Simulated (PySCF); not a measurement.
As2, SMILES [As]#[As].

Geometry: PBE-D3(BJ)/def2-TZVP.

Two levels are set side by side: TDDFT-PBE/def2-TZVPD (PySCF) and EOM-CCSD/aug-cc-pVDZ (PySCF). Vertical, same geometry; the bases differ. Differences are taken from unrounded values.

| quantity | TDDFT-PBE |
|---|---|
| lowest singlet excitation (eV) | 3.07 |
| lowest triplet excitation (TDA for PBE) (eV) | 2.16 |

### Question
These are the TDDFT-PBE values. What does EOM-CCSD give? (The exact figures need the calculation; the answer reports its results.)

### Answer

```json
[
 {"quantity": "lowest singlet excitation (eV)", "EOM-CCSD": "3.57", "TDDFT-PBE minus EOM-CCSD": "-0.50"},
 {"quantity": "lowest triplet excitation (TDA for PBE) (eV)", "EOM-CCSD": "2.01", "TDDFT-PBE minus EOM-CCSD": "0.15"}
]
```

Functionals without exact exchange tend to place singlet excitations lower, as here. Differences between two approximate levels are no errors against the true value.

Rough cost on one machine, each run with all the roots and properties that it gave: EOM-CCSD against TDDFT-PBE within a factor of 2.
